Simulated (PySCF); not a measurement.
isocyanic acid (CHNO), SMILES O=C=N. Atoms are numbered in the order given.

```xyz
4

N     -0.1228    -1.1583     0.0000
C      0.0164     0.0449     0.0000
O      0.0159     1.2074     0.0000
H      0.6342    -1.8201     0.0000
```

Geometry: ωB97X-D3(BJ)/def2-TZVP.

These are PySCF with PBE0/pcSseg-2 values and carry that method's errors.

GIAO shieldings, no solvent; atoms alike by connectivity are averaged. δ = σ(ref) − σ: ¹⁵N against NH3 (σ = 263.3 ppm); ¹³C against TMS (σ = 186.1 ppm); ¹⁷O against H2O (σ = 327.8 ppm); ¹H against TMS (σ = 31.54 ppm), references at their B3LYP-D3(BJ)/def2-TZVP geometries, non-relativistic.

Computed chemical shifts:
| nucleus | atoms | count | δ (ppm) |
|---|---|---|---|
| ¹⁵N | N1 | 1 | 33.6 |
| ¹³C | C2 | 1 | 141.2 |
| ¹⁷O | O3 | 1 | 154.5 |
| ¹H | H4 | 1 | 2.92 |
